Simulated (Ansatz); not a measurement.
Ansatz (a program for electronic structure) input (RI-MP2/cc-pVTZ):
A basis named .json is the Basis Set Exchange file of that set.

Ansatz 0.2 input:
```yaml
crystal:
  periodic: [false, false, false]
  atoms:
    - {symbol: Br, position_ang: [2.05155216, -1.16709316, 0.38504275]}
    - {symbol: C, position_ang: [0.35840448, -0.36350921, 0.10699171]}
    - {symbol: C, position_ang: [-0.85090344, -1.07984841, 0.22951701]}
    - {symbol: C, position_ang: [-2.01423254, -0.46891997, 0.02383935]}
    - {symbol: Se, position_ang: [-1.64015217, 1.34764952, -0.41101169]}
    - {symbol: C, position_ang: [0.18153725, 0.94013449, -0.22560581]}
    - {symbol: H, position_ang: [-3.02736972, -0.82959217, 0.06689241]}
    - {symbol: H, position_ang: [0.93938359, 1.69062748, -0.37744497]}
basis:
  gaussian:
    orbitals: cc-pVTZ
    fitting: {mean_field: def2-universal-jkfit, correlation: cc-pVTZ-RIFIT.json}
magnetization: {spin_polarized: true, initial_magnetization: 1}
correlation: {method: mp2, electrons: outside_noble_gas}
```

Output:

```
Functional definition: HF
integrals: 0.40 GiB planned
868 factors; integrals over basis functions are off by at most 9.0e-1 eV
716 factors; integrals over basis functions are off by at most 1.3e2 eV
1.24 GiB of device memory are held for the factors and their scratch space
mean field: 1.68 GiB planned
mean field evaluation 1: about -139452.9335 eV, gradient 2.1e1 eV
mean field evaluation 2: about -139455.5056 eV, gradient 1.1e1 eV
mean field evaluation 4: about -139456.4340 eV, gradient 1.7e0 eV
mean field evaluation 8: about -139456.5215 eV, gradient 5.6e-1 eV
mean field evaluation 16: about -139456.6610 eV, gradient 8.3e-6 eV
mean field evaluation 32: about -139455.1879 eV, gradient 2.5e0 eV
mean field -139456.66097698 eV, -5124.9377637841 hartree, gradient 8.3e-6 eV, S^2 1.191700; 7 other end points of the search recorded, 0 dependent functions left out
32 core orbitals not correlated
reference -139456.66097698 eV, -5124.9377637841 hartree; 16, 15 occupied and 186, 187 virtual orbitals, 716 factors
second order -23.82567790 eV of doubles, -0.00000000 eV of singles
Total energy: -139480.48665488 eV, -5125.8133412973 hartree
```

It need not be the lowest isomer of its formula.

The determinant is spin-contaminated: <S^2> is 1.19 against 0.75 for a pure state.
